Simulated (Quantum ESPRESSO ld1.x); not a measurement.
Hf III, configuration [Kr] 4d10 4f14 5s2 5p4 5d2 6p2 (not the ground configuration). Calculated with ld1.x of Quantum ESPRESSO 7.5: Dirac Kohn-Sham, relativistic LDA (MacDonald-Vosko exchange, VWN5 correlation), spin-unpolarised, spherical densities, point nucleus; open shells are shared between the two j in proportion to 2j + 1. Some entries of the table are withheld. Estimate them.

| orbital | occ. | eigenvalue (eV) | <r> (bohr) | <r^2> (bohr^2) |
|---|---|---|---|---|
| 1s1/2 | 2 | -64786.6 | 0.01907 | 0.0004991 |
| 2s1/2 | 2 | (1) | 0.08006 | 0.007636 |
| 2p1/2 | 2 | -10623.6 | 0.06634 | 0.005467 |
| 2p3/2 | 4 | -9446.33 | 0.07403 | 0.006670 |
| 3s1/2 | 2 | -2555.37 | 0.2089 | 0.05001 |
| 3p1/2 | 2 | -2337.18 | 0.1986 | 0.04595 |
| 3p3/2 | 4 | -2084.66 | 0.2129 | 0.05261 |
| 3d3/2 | 4 | -1712.99 | 0.1866 | 0.04091 |
| 3d5/2 | 6 | -1657.60 | 0.1910 | 0.04274 |
| 4s1/2 | 2 | -537.860 | 0.4696 | 0.2493 |
| 4p1/2 | 2 | -448.215 | 0.4757 | 0.2580 |
| 4p3/2 | 4 | -390.235 | 0.5088 | 0.2948 |
| 4d3/2 | 4 | -242.206 | 0.5292 | (2) |
| 4d5/2 | 6 | -231.537 | 0.5408 | (3) |
| 5s1/2 | 2 | -95.2786 | 1.119 | 1.404 |
| 5p1/2 | 1.33333 | -69.0080 | (4) | 1.707 |
| 5p3/2 | 2.66667 | -60.5608 | (5) | 1.978 |
| 4f5/2 | 6 | (6) | 0.6571 | 0.5486 |
| 4f7/2 | 8 | (7) | 0.6679 | 0.5677 |
| 5d3/2 | 0.8 | -26.0903 | 1.801 | 3.751 |
| 5d5/2 | 1.2 | -25.2513 | 1.845 | 3.935 |
| 6p1/2 | 0.666667 | -16.7083 | 3.174 | 11.27 |
| 6p3/2 | 1.33333 | -15.4661 | 3.370 | 12.69 |

Answer. 
(1) 2s1/2 eigenvalue (eV): -11111.8
(2) 4d3/2 <r^2> (bohr^2): 0.3253
(3) 4d5/2 <r^2> (bohr^2): 0.3395
(4) 5p1/2 <r> (bohr): 1.229
(5) 5p3/2 <r> (bohr): 1.323
(6) 4f5/2 eigenvalue (eV): -47.8822
(7) 4f7/2 eigenvalue (eV): -46.1096
